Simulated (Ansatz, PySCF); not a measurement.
The Ansatz (a program for electronic structure) input:
Ansatz 0.2 input:
```yaml
crystal:
  periodic: [false, false, false]
  atoms:
    - {symbol: Si, position_ang: [-0.97872011, -0.33820566, 0.07300160]}
    - {symbol: P, position_ang: [1.08651768, 0.46699887, -0.09994921]}
    - {symbol: H, position_ang: [-1.19912428, -0.90647755, 1.40533045]}
    - {symbol: H, position_ang: [-1.89321088, 0.77756588, -0.15450586]}
    - {symbol: H, position_ang: [-1.20661833, -1.38753052, -0.92378867]}
    - {symbol: H, position_ang: [1.70326986, -0.75366158, 0.15017985]}
basis:
  gaussian:
    orbitals: def2-SVP
magnetization: {spin_polarized: true, initial_magnetization: 1}
correlation: {method: ccsd_t, electrons: outside_noble_gas}
accuracy: high
```

Q: Convert this to an input for PySCF.

A: One answer among several that fit: 
```python
from pyscf import gto, scf, cc

mol = gto.Mole()
mol.atom = '''
    Si   -0.978720   -0.338206    0.073002
    P     1.086518    0.466999   -0.099949
    H    -1.199124   -0.906478    1.405330
    H    -1.893211    0.777566   -0.154506
    H    -1.206618   -1.387531   -0.923789
    H     1.703270   -0.753662    0.150180
'''
mol.basis = 'def2-svp'
mol.charge = 0
mol.spin = 1
mol.verbose = 3
mol.build()

mf = scf.UHF(mol)
mf.kernel()

mycc = cc.CCSD(mf, frozen=10)
mycc.kernel()
et = mycc.ccsd_t()
print('E(CCSD(T)) = %.10f' % (mycc.e_tot + et))
```

Both were run: Ansatz gave -632.027683 Eh and PySCF -632.027683 Eh, 0.000 mEh apart.
